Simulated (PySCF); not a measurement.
From one molecule to another.

First species: C8H5F2OP.
SMILES: `O=[P@]1(C2=CC=C(F)C=C2)C=C1F`

Second species: C7H9FNP.
Atom-mapped SMILES: `[F:1][CH:2]1[CH2:3][P:4]([n:5]2[cH:6][cH:7][cH:8][cH:9]2)[CH2:10]1` (hydrogens: H11 on C2; H12, H13 on C3; H14 on C6; H15 on C7; H16 on C8; H17 on C9; H18, H19 on C10)

Levels: PBE0/pcSseg-1 for dipole moment, HOMO energy, LUMO energy and HOMO–LUMO gap; GFN2-xTB for rotational constant A and rotational constant C. Geometries: GFN2-xTB. Each structure is a single optimised conformer of the isolated species, non-relativistic unless stated. Electronic properties by PySCF.

Dipoles, sizes and rotational constants follow the conformer. The torsions of the flexible species, by atom-mapped SMILES:
- `[O:1]=[P@:2]1([c:3]2[cH:4][cH:5][c:6]([F:7])[cH:8][cH:9]2)[CH:10]=[C:11]1[F:12]`: O1–P2–C3–C4 0°
- `[F:1][CH:2]1[CH2:3][P:4]([n:5]2[cH:6][cH:7][cH:8][cH:9]2)[CH2:10]1`: C3–P4–N5–C6 141°

**Question.** Which has the higher HOMO energy?

**Answer.** The second: -6.36 eV against -7.78 eV, a difference of 1.42 eV.

**Question.** Which has the higher rotational constant A?

**Answer.** The second: 2.494 GHz against 1.850 GHz, a difference of 0.644 GHz.

**Question.** Which has the higher HOMO–LUMO gap?

**Answer.** The second: 6.36 eV against 6.25 eV, a difference of 0.11 eV.

**Question.** Which has the higher rotational constant C?

**Answer.** The second: 0.664 GHz against 0.381 GHz, a difference of 0.283 GHz.

**Question.** Which has the higher dipole moment?

**Answer.** The first: 3.25 D against 1.61 D, a difference of 1.64 D.

**Question.** Which of the two has the higher LUMO energy, and by how much?

**Answer.** The second: 0.00 eV against -1.53 eV, a difference of 1.53 eV.

On the first: The dipole matches unit charges of opposite sign 0.68 Å apart (1 e·Å = 4.8032 D).

On the second: The dipole matches unit charges of opposite sign 0.33 Å apart (1 e·Å = 4.8032 D).
